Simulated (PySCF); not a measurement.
Two species compared at the same levels of theory.

First species: C₆H₁₂Ge.
SMILES: `CC(CC#[C][GeH3])C`

Second species: Phenyl formate, C₇H₆O₂.
SMILES: `c1c(OC=O)cccc1`

Levels: wB97X-D/def2-SVPD for dipole moment, HOMO energy, LUMO energy, HOMO–LUMO gap, static isotropic polarisability and electronic spatial extent ⟨r²⟩ about the centre of nuclear charge; TDDFT wB97X-D/def2-SVPD for lowest singlet excitation; PBE0-D3(BJ)/def2-SVP for rotational constant A and rotational constant C. Geometries: PBE0-D3(BJ)/def2-SVP. Each species is one conformer at its optimised geometry, gas phase, non-relativistic unless stated. Electronic properties by PySCF.

The conformers computed, where there is a choice (atom-mapped SMILES and torsion angles):
- `[CH3:1][CH:2]([CH3:3])[CH2:4][C:5]#[C:6][GeH3:7]`: C1–C2–C4–C5 63°
- `[O:1]=[CH:2][O:3][c:4]1[cH:5][cH:6][cH:7][cH:8][cH:9]1`: O1–C2–O3–C4 -1°, C2–O3–C4–C5 4°

Values for the first species:

- Dipole moment: 1.13 D
- HOMO energy: -9.37 eV
- LUMO energy: 1.80 eV
- HOMO–LUMO gap: 11.17 eV
- Lowest singlet excitation: 6.03 eV
- Static isotropic polarisability: 104.2 au
- Electronic spatial extent ⟨r²⟩ about the centre of nuclear charge: 2051 bohr²
- Rotational constant A: 4.108 GHz
- Rotational constant C: 0.543 GHz

Estimate the same properties for the second species, and the change in each.

| property | first | second | second less first |
| --- | --- | --- | --- |
| dipole moment | 1.13 D | 1.86 D | +0.73 D |
| HOMO energy | -9.37 eV | -8.96 eV | +0.41 eV |
| LUMO energy | 1.80 eV | 0.87 eV | -0.93 eV |
| HOMO–LUMO gap | 11.17 eV | 9.83 eV | -1.34 eV |
| lowest singlet excitation | 6.03 eV | 5.37 eV | -0.66 eV |
| static isotropic polarisability | 104.2 au | 87.2 au | -17.0 au |
| electronic spatial extent ⟨r²⟩ about the centre of nuclear charge | 2051 bohr² | 1199 bohr² | -852 bohr² |
| rotational constant A | 4.108 GHz | 4.296 GHz | +0.188 GHz |
| rotational constant C | 0.543 GHz | 0.915 GHz | +0.372 GHz |

On the first: The polarisability is 15.45 Å³ as a volume (1 au = 0.148185 Å³), or 1.30 au for each of the 80 electrons. S1 lies 5.14 eV below the HOMO–LUMO gap. The calculation is non-relativistic and has no spin–orbit coupling, an omission that weighs most on germanium.

On the second: The 10 singlets span 5.37 to 7.77 eV, and their oscillator strengths add up to 1.23. No computed singlet falls in the visible range (750 to 380 nm, 1.65 to 3.26 eV); S1 lies 2.11 eV above its blue end.
